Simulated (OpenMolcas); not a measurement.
Cu³⁺: CASPT2 settings compared

| Property | Result |
| --- | --- |
| Program | OpenMolcas |
| Basis | ANO-R3 [7s5p5d3f2g1h] |
| Scalar Hamiltonian | X2C, finite nucleus |
| Active space | 8 electrons in 5 orbitals (3d) |
| State averaging | 2S+1 = 3 even, 10 roots; 2S+1 = 1 even, 15 roots kept (CI in the orbitals of an earlier block) |
| Spin-orbit coupling | RASSI with atomic mean-field integrals over the reference wave functions, term energies averaged over their components |

Methods on the same reference wave functions:
A. CASSCF
B. SS-CASPT2, IPEA 0.5 Eh, real shift 0.4 Eh (closed shells correlated: 3s 3p)
C. SS-CASPT2, IPEA 0.35 Eh, imaginary shift 0.15 Eh (closed shells correlated: 2s 2p 3s 3p)
D. XMS-CASPT2, IPEA 0.6 Eh, sigma2 regulariser 0.3 Eh (closed shells correlated: 3s 3p)

Energies in cm-1 above 3d8 3F4, the measured ground level; measured values from Sugar and Musgrove, J. Phys. Chem. Ref. Data 19, 527 (1990).

```
  Level      A      B      C      D  Measured
3d8 3F4    0.0    0.0    0.0    0.0       0.0
3d8 3F3   1842   1845   1845   1845      1861
3d8 3F2   3085   3050   3050   3060      3078
3d8 1D2  19615  15800  15680  15970     16248
3d8 3P2  23797  20070  19830  19920     19697
3d8 3P1  24243  20530  20270  20330     20097
3d8 3P0  24594  20860  20610  20660     20423
3d8 1G4  30441  27010  26990  27140     26913
3d8 1S0  73211  61590  61300  61740     61456
```

Deviations, from unrounded energies. A percentage is the sum of absolute deviations over the sum of measured energies, with the sign that they share, or ± where signs differ.

| Against measurement | Levels | A | B | C | D |
| --- | --- | --- | --- | --- | --- |
| mean absolute deviation (cm-1) | 8 | 3900 | 240 | 170 | 190 |
| fine structure of the ground term (%) | 2 | ±0.5 | -0.8 | -0.8 | -0.8 |
| other terms of the ground configuration (%) | 6 | +18.8 | ±1.2 | ±0.8 | ±0.9 |

C lies closest to measurement on these levels and A furthest from it. The largest miss of C in the table is 3d8 1D2, by -570 cm-1. The ranking rests on the paired levels alone, and a cruder setting can come out closer through cancelling errors.

Among B to D the level of the table that moves most is 3d8 1S0, by 440 cm-1 (lowest in C, highest in D). Moves below CASPT2's spread within the term are not significant.

The mean deviations of B to D differ by less than CASPT2's widest spread within a term (1500 cm-1), so their order carries little weight.

From A to B the spin-free energies of the other terms of 3d8 shown, above 3F, scale by factors of 0.79 to 0.88, as is usual when dynamic correlation screens the repulsion within a d or f shell.

The lowest spin-free term lies below A's lowest term by 0.709 hartree in B, 0.854 hartree in C, 0.712 hartree in D.

Term energies are means over components that CASPT2 splits; among the terms shown or strongly mixed into the levels shown the widest spread is 1500 cm-1 (3d8 1G, D). Terms from blocks run as CI alone lack orbitals of their own. Without dynamic correlation excited terms often stand tens of per cent too high (terms of higher spin than the ground term too low), and those without a measured partner can miss by more than the paired ones (holds for A). Computed and measured levels are paired by configuration, term and J; levels that our copy of the source lacks, or whose pairing is in doubt (as where it misses far off the trend of its configuration), stay unpaired and out of the deviations. Only configurations of the active space appear.
